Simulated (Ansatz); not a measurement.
Diatomic SnTe, closed-shell singlet (the spin of the measured ground state). No spin–orbit coupling.

D_e counts from the fitted minimum to each atom's lowest state at the same level, without counterpoise. The singlet is restricted.

Correlated levels freeze the inner cores; with def2 sets outer-core shells near the valence are correlated too. CBS: X⁻³ extrapolation of the correlation energy, Hartree–Fock from the larger set.

The values were computed with Ansatz (a first-principles code) with Gaussian orbitals. Each number belongs to the level named beside it. In def2 rows elements past Kr take small-core potentials, without spin–orbit coupling.

**Question.** What is the computed bond energy D_e (B97M-V/def2-TZVPP)?

**Answer.** 96.4 kcal/mol

**Question.** Predict the bond energy D_e from PBE0/def2-TZVPP.

**Answer.** 92.7 kcal/mol

**Question.** Estimate the bond energy D_e that CCSD(T)/CBS(def2-TZVPP, def2-QZVPP) returns for this input.

**Answer.** 100.2 kcal/mol
